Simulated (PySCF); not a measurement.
**Cost of response and excited-state runs on `C#C/C([O-])=C/C=O`, [C$_{5}$H$_{3}$O$_{2}$]-, charge -1**

Molfile (atoms numbered from 1):
```
C5H3O2
     RDKit          3D

 10  9  0  0  0  0  0  0  0  0999 V2000
    2.7489    0.4182   -0.1441 C   0  0  0  0  0  0  0  0  0  0  0  0
    1.6295   -0.0136   -0.2085 C   0  0  0  0  0  0  0  0  0  0  0  0
    0.3018   -0.6183   -0.2942 C   0  0  0  0  0  0  0  0  0  0  0  0
    0.2198   -1.8447   -0.4944 O   0  0  0  0  0  0  0  0  0  0  0  0
   -0.7327    0.3157   -0.1292 C   0  0  0  0  0  0  0  0  0  0  0  0
   -2.0854   -0.0330   -0.1726 C   0  0  0  0  0  0  0  0  0  0  0  0
   -3.0629    0.7172   -0.0386 O   0  0  0  0  0  0  0  0  0  0  0  0
    3.7165    0.8283   -0.0822 H   0  0  0  0  0  0  0  0  0  0  0  0
   -0.4646    1.3522    0.0390 H   0  0  0  0  0  0  0  0  0  0  0  0
   -2.2621   -1.1173   -0.3506 H   0  0  0  0  0  0  0  0  0  0  0  0
  1  2  3  0
  2  3  1  0
  3  4  1  0
  3  5  2  0
  5  6  1  0
  6  7  2  0
  1  8  1  0
  5  9  1  0
  6 10  1  0
M  CHG  1   4  -1
M  END
```

PySCF with density fitting, on 1 thread of an AMD EPYC 7R43 64-Core, shared host. Command: `OMP_NUM_THREADS=1 python excited_run.py task.json out`

(1) How long does each of these runs take, and how much memory?
- first hyperpolarisability, wB97X-D/def2-SVPD; wavelengths [1907, 1340] nm
- excited states, B3LYP/def2-SVPD; Tamm-Dancoff; spin-orbit couplings; 5 states; 5 triplets; quadratic response for 4 states

## Answers

(1) 
| run | level | basis functions | wall time | peak memory (GiB) |
| --- | --- | --- | --- | --- |
| first hyperpolarisability | wB97X-D/def2-SVPD | 170 | 19 s | 0.61 |
| excited states | B3LYP/def2-SVPD | 170 | 18 s | 0.6 |

Times from a shared host are rough.
